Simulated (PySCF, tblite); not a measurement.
Isomers of C7H12ClNSi, one GFN2-xTB conformer each. Single-point energies are computed at PBE0/pcSseg-1 (PySCF, gas phase, no added dispersion term), electronic only.

Task: Rank them by PBE0/pcSseg-1 energy, lowest first (kcal/mol).
A. `[N:1]#[C:2][CH2:3][Si@H:4]([Cl:5])[CH2:6][CH:7]1[CH2:8][CH2:9][CH2:10]1` with C2–C3–Si4–Cl5 180°, C3–Si4–C6–C7 176°, Si4–C6–C7–C8 69°, C6–C7–C8–C9 132°, C7–C8–C9–C10 -12°, C8–C9–C10–C7 12°, C6–C7–C10–C9 -132°
B. `[CH2:1]=[CH:2][CH2:3][Si@@H:4]([Cl:5])/[N:6]=[CH:7]\[CH:8]1[CH2:9][CH2:10]1` with C1–C2–C3–Si4 -106°, C2–C3–Si4–Cl5 -177°, C3–Si4–N6–C7 103°, N6–C7–C8–C9 147°

Result: A (0.0), B (12.9).

As drawn, the lower has a four-membered ring and a C≡N group, which the higher lacks; the higher has a three-membered ring, a C=N bond and a C=C bond outside aromatic rings, which the lower lacks. GFN2-xTB itself gives, in the same order: 0.0, 2.4. Both levels put the same isomer lowest.

Task: Which frontier levels, dipoles and rotational constants go with these structures?

Result: 
```tsv
SMILES	HOMO (eV, PBE0/pcSseg-1)	LUMO (eV)	dipole (D)	A, B, C (MHz)
N#CC[Si@H](Cl)CC1CCC1	-8.30	0.21	2.72	1170, 578.1, 424.1
C=CC[Si@@H](Cl)/N=C\C1CC1	-7.05	-0.85	3.98	1084, 611.2, 419.8
```

Task: What happens when harmonic zero-point energies from GFN2-xTB frequencies are added?

Result: 
| SMILES | ZPE (kcal/mol) | electronic (kcal/mol) | with ZPE (kcal/mol) |
| --- | --- | --- | --- |
| N#CC[Si@H](Cl)CC1CCC1 | 108.9 | 0.0 | 0.0 |
| C=CC[Si@@H](Cl)/N=C\C1CC1 | 107.5 | 12.9 | 11.4 |

The zero-point energies span 1.4 kcal/mol. The order is unchanged.
